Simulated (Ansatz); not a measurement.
Ansatz (a program for electronic structure) input:

Ansatz 0.2 input:
```yaml
crystal:
  periodic: [false, false, false]
  atoms:
    - {symbol: Ge, position_ang: [-0.00000000, -0.00000000, -1.62366072]}
    - {symbol: Te, position_ang: [0.00000000, 0.00000000, 0.99917583]}
basis:
  gaussian:
    orbitals: def2-TZVPD
hamiltonian:
  xc: {name: r2SCAN}
magnetization: {spin_polarized: true, initial_magnetization: 2}
output: {forces: true}
```

Task: Predict the final energy.

Result: -2345.08650 Eh (r2SCAN/def2-TZVPD). The basis has 113 functions.

This is an excited triplet: at this geometry the singlet lies 1.66 eV lower at CCSD(T)/CBS(def2-TZVPPD,def2-QZVPPD).
